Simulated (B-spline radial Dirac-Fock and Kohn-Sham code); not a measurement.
Level of theory: configuration-average Dirac-Fock orbitals; a radial atomic solver.

**Question.** This computed X-ray form factor belongs to an atom or ion in its tabulated ground configuration. Which?

| sin θ/λ (Å⁻¹) | f₀ |
| --- | --- |
| 0.08 | 14.853 |
| 0.25 | 13.680 |
| 0.94 | 7.201 |
| 1.17 | 6.153 |
| 1.46 | 5.107 |
| 2.86 | 1.894 |
| 4.46 | 1.144 |
| 5.58 | 0.930 |
| 6.97 | 0.700 |

**Answer.** Co¹²⁺, with 15 electrons in [Ne] 3s2 3p3. f₀ tends to the number of electrons as s goes to zero, which the first rows give only roughly, and the rate of fall reflects the nuclear charge, 27.

**Question.** This computed X-ray form factor belongs to an atom or ion in its tabulated ground configuration. Which?

| sin θ/λ (Å⁻¹) | f₀ |
| --- | --- |
| 0.05 | 43.867 |
| 0.1 | 43.473 |
| 0.15 | 42.829 |
| 0.35 | 38.243 |
| 0.4 | 36.752 |
| 0.6 | 30.451 |
| 0.8 | 24.862 |
| 1.2 | 17.940 |
| 1.4 | 15.944 |

**Answer.** Eu¹⁹⁺, with 44 electrons in [Kr] 4d8. f₀ tends to the number of electrons as s goes to zero, which the first rows give only roughly, and the rate of fall reflects the nuclear charge, 63.

**Question.** This computed X-ray form factor belongs to an atom or ion in its tabulated ground configuration. Which?

| sin θ/λ (Å⁻¹) | f₀ |
| --- | --- |
| 0.3 | 30.214 |
| 0.35 | 28.636 |
| 0.4 | 27.065 |
| 0.5 | 24.123 |
| 1 | 14.754 |
| 1.4 | 10.121 |
| 1.8 | 7.275 |
| 3 | 4.485 |
| 4 | 3.105 |

**Answer.** Pd¹⁰⁺, with 36 electrons in [Ar] 3d10 4s2 4p6. f₀ tends to the number of electrons as s goes to zero, which the first rows give only roughly, and the rate of fall reflects the nuclear charge, 46.

**Question.** This computed X-ray form factor belongs to an atom or ion in its tabulated ground configuration. Which?

```tsv
sin θ/λ (Å⁻¹)	f₀
0.15	42.158
0.25	37.953
0.5	26.825
0.6	23.633
1.1	15.539
1.6	10.422
3	4.947
3.5	4.291
4	3.677
```

**Answer.** Sb⁶⁺, with 45 electrons in [Kr] 4d9. f₀ tends to the number of electrons as s goes to zero, which the first rows give only roughly, and the rate of fall reflects the nuclear charge, 51.
